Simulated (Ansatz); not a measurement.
Basis-set extrapolation for H₆N₂OSi (`N[SiH](N)O`) (PBE0-D4/def2-TZVP geometry, frozen core, the Gaussian-basis code of Ansatz). Multiplicity 1, RHF reference.

```json
{"": "HF", "def2-TZVPP": "-476.414734", "def2-QZVPP": "-476.434046"}
{"": "MP2 correlation", "def2-TZVPP": "-0.795892", "def2-QZVPP": "-0.857118"}
{"": "CCSD(T) correlation", "def2-TZVPP": "-0.852604", "def2-QZVPP": "not run"}
```

Energies in hartree. Use E(X) = E(∞) + A·exp(−7.88·√X) for Hartree–Fock and E(X) = E(∞) + B·X^(−2.97) for correlation, with X = 3 and 4, and add CCSD(T) minus MP2 of the smaller set to the MP2 limit.

**Question.** What is the CCSD(T) energy at the basis-set limit?

**Answer.** HF limit: -476.434046 + (-0.019312) × 0.13774 = -476.43671. MP2 limit: -0.857118 + (-0.061226) × 0.74074 = -0.90247. Higher-order term: -0.852604 − (-0.795892) = -0.05671. Total: -477.39589 hartree, 337.5 kJ/mol below CCSD(T)/def2-TZVPP.
